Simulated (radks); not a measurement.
W14+, configuration [Kr] 4d10 4f11.75 5s2 5p0.25 (fractional occupations, a model configuration).

All-electron calculation, Dirac Kohn-Sham, exchange-only B88, spin-unpolarised, spherical densities, point nucleus; open shells are shared between the two j in proportion to 2j + 1. Program: a radial shooting solver on a logarithmic mesh with Libxc functionals.

Energy parts (eV):
total: -438029.45
kinetic: 493955.73
electron-nucleus: -1076826.85
Hartree: 153331.70
exchange: -8490.03

Orbitals (lengths in bohr, moments of r in powers of bohr; r(90%) holds 90 % of the orbital's charge):
| orbital | occ. | eigenvalue (eV) | r(90%) | <1/r> | small-component weight |
|---|---|---|---|---|---|
| 1s1/2 | 2 | -69704.64 | 0.0334 | 87.14 | 7.79e-02 |
| 2s1/2 | 2 | -12266.11 | 0.120 | 21.20 | 1.77e-02 |
| 2p1/2 | 2 | -11742.52 | 0.106 | 21.16 | 1.77e-02 |
| 2p3/2 | 4 | -10388.92 | 0.116 | 17.77 | 1.60e-02 |
| 3s1/2 | 2 | -3049.186 | 0.295 | 7.782 | 5.81e-03 |
| 3p1/2 | 2 | -2816.177 | 0.287 | 7.696 | 5.76e-03 |
| 3p3/2 | 4 | -2523.283 | 0.307 | 6.820 | 5.26e-03 |
| 3d3/2 | 4 | -2131.299 | 0.280 | 6.714 | 5.15e-03 |
| 3d5/2 | 6 | -2067.586 | 0.285 | 6.508 | 5.01e-03 |
| 4s1/2 | 2 | -854.1837 | 0.641 | 3.292 | 1.94e-03 |
| 4p1/2 | 2 | -757.2547 | 0.655 | 3.185 | 1.86e-03 |
| 4p3/2 | 4 | -688.0378 | 0.700 | 2.885 | 1.67e-03 |
| 4d3/2 | 4 | -528.4552 | 0.738 | 2.686 | 1.49e-03 |
| 4d5/2 | 6 | -515.4474 | 0.753 | 2.615 | 1.44e-03 |
| 4f5/2 | 5.03571 | -313.2945 | 0.857 | 2.260 | 1.11e-03 |
| 4f7/2 | 6.71429 | -310.6687 | 0.865 | 2.235 | 1.09e-03 |
| 5s1/2 | 2 | -327.4936 | 1.33 | 1.455 | 5.87e-04 |
| 5p1/2 | 0.0833333 | -293.0189 | 1.40 | 1.373 | 5.38e-04 |
| 5p3/2 | 0.166667 | -277.0328 | 1.47 | 1.283 | 4.99e-04 |

The highest occupied level is 5p3/2 at -277.03 eV. Summed over all electrons, <r^2> = 12.08 bohr^2, which gives a Langevin (diamagnetic) susceptibility term of -9.57 x 10^-6 cm^3/mol.
